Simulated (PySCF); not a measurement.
## Löwdin shares of the frontier orbitals

C₂H₁₁AlO₂Si.
Cartesian coordinates in Å at the PBE0-D3(BJ)/def2-SVP level; atoms count from 1:
```
atom  x, y, z in Å
C1    -1.118   -1.202   -0.188
O2    -1.129    0.125    0.317
C3    -2.416    0.679    0.534
Al4    0.407    1.334   -0.022
O5     1.656    0.150    0.187
Si6    3.101   -0.582    0.409
H7    -1.641   -1.867    0.517
H8    -1.604   -1.241   -1.176
H9    -0.065   -1.494   -0.270
H10   -2.269    1.686    0.943
H11   -2.966    0.062    1.261
H12   -2.978    0.736   -0.413
H13    0.130    1.771   -1.536
H14    0.163    2.378    1.162
H15    3.750   -0.157    1.691
H16    2.913   -2.069    0.465
H17    4.053   -0.285   -0.709
```

The calculation used TDDFT B3LYP/def2-SVPD, vertical, gas phase, core orbitals frozen in the response in PySCF.

Kohn–Sham orbitals with the atoms that hold most of them (Löwdin shares over 4%, at most four atoms; ? is withheld):

| orbital | ε (eV) | atoms |
| --- | --- | --- |
| HOMO-3 | -8.90 | Al4 26%, H14 21%, O2 15%, H13 12% |
| HOMO-2 | -8.11 | O5 30%, Si6 21%, H15 16%, H17 10% |
| HOMO-1 | -7.92 | O5 42%, Si6 21%, H16 17%, H17 9% |
| HOMO | -7.09 | ? |
| LUMO | ? | ? |
| LUMO+1 | 0.11 | Al4 25%, Si6 19%, O5 9%, H13 5% |
| LUMO+2 | 0.44 | Al4 18%, O2 10%, C3 9%, H10 8% |

(1) Which atoms hold the LUMO, and with what shares?

(2) Which atoms hold the HOMO, and with what shares?

(3) What is the LUMO energy, and the HOMO–LUMO gap?

## Answers

(1) Al4 (bonded to 2 O and 2 H) 16%; C3 (bonded to O and 3 H) 16%; C1 (bonded to O and 3 H) 14%; H11 (bonded to C) 8%. By element: carbon 30%, aluminium 16%, hydrogen 8% or more.

(2) Al4 (bonded to 2 O and 2 H) 28%; H13 (bonded to Al) 24%; H14 (bonded to Al) 21%; O5 (bonded to Al and Si) 16%. By element: hydrogen 45% or more, aluminium 28%, oxygen 16% or more.

(3) ε(LUMO) = -0.14 eV; the gap is 6.95 eV (0.2552 hartree).

Problem. The HOMO–LUMO gap is 6.95 eV. Where does the response calculation put the lowest singlet, and from which orbitals?

Solution. S1 is at 6.21 eV (f = 0.016), 0.74 eV below the gap, made of HOMO→LUMO (71%), HOMO→LUMO+1 (24%). Without the coupling terms of the response equations the lowest excitation would equal the gap.

Problem. Give energy, strength and leading configuration of S1 and S2, and follow the Löwdin shares of the leading atoms from the occupied to the empty orbital.

Solution. 
- S1 (6.21 eV, f 0.016), HOMO→LUMO (71%): Al4 28% → 16%, H13 24% → at most 9%, C3 at most 12% → 16%
- S2 (6.28 eV, f 0.0068), HOMO→LUMO+1 (72%): Al4 28% → 25%, H13 24% → 5%, Si6 at most 12% → 19%

Löwdin shares depend on the basis, the more so with diffuse functions.

Hardware: one thread, Intel Xeon 6975P-C (x86_64), shared host with 192 logical CPUs at a one-minute load of 130. Cost: 3.0 min, 1.1 GiB resident at most.

One conformer stands for the species.
